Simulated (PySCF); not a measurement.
**Selenium: a sound run and one with changed settings**

Sound run: Se [Ar] 3d10 4s2 4p4, Se⁺ [Ar] 3d10 4s2 4p3. Computed with PySCF 2.14 in aug-cc-pVDZ-DK (6s5p3d, 36 functions), with the spin-free X2C one-electron Hamiltonian (Gaussian nucleus). In the sound run the correlated levels freeze [Ar] 3d10. The sound run starts from symmetry-adapted Hartree-Fock orbitals and uses a fine grid where one is needed.

Changed run: no relativity, point nucleus. This setting is unsound on purpose.

```csv
species,method,sound run (hartree),changed run (hartree),converged
Se,UHF,-2427.96129,-2383.02990,yes
Se,r2SCAN,-2429.68878,-2384.76044,yes
Se,M06-L,-2429.61466,-2384.68502,yes
Se,MP2,-2428.03672,-2383.10596,yes
Se,CCSD(T),-2428.05456,-2383.12442,yes
Se⁺,UHF,-2427.64781,-2382.71360,yes
Se⁺,r2SCAN,-2429.33323,-2384.40205,yes
Se⁺,M06-L,-2429.26371,-2384.33154,yes
Se⁺,MP2,-2427.70519,-2382.77200,yes
Se⁺,CCSD(T),-2427.72077,-2382.78834,yes
```

Ionisation energy of Se:

```json
{"method": "UHF", "sound run (eV)": "8.530", "changed run (eV)": "8.607"}
{"method": "r2SCAN", "sound run (eV)": "9.675", "changed run (eV)": "9.752"}
{"method": "M06-L", "sound run (eV)": "9.550", "changed run (eV)": "9.619"}
{"method": "MP2", "sound run (eV)": "9.021", "changed run (eV)": "9.087"}
{"method": "SCS-MP2", "sound run (eV)": "9.040", "changed run (eV)": "9.106"}
{"method": "CCSD", "sound run (eV)": "9.064", "changed run (eV)": "9.127"}
{"method": "CCSD(T)", "sound run (eV)": "9.083", "changed run (eV)": "9.145"}
```

Most of the change in total energy is the relativistic energy itself. On top of that the contraction fixes the core shape for the Hamiltonian it was made with, so the changed run is not a good calculation with the other Hamiltonian either.

For comparison, NIST gives 9.752 eV between the lowest levels.
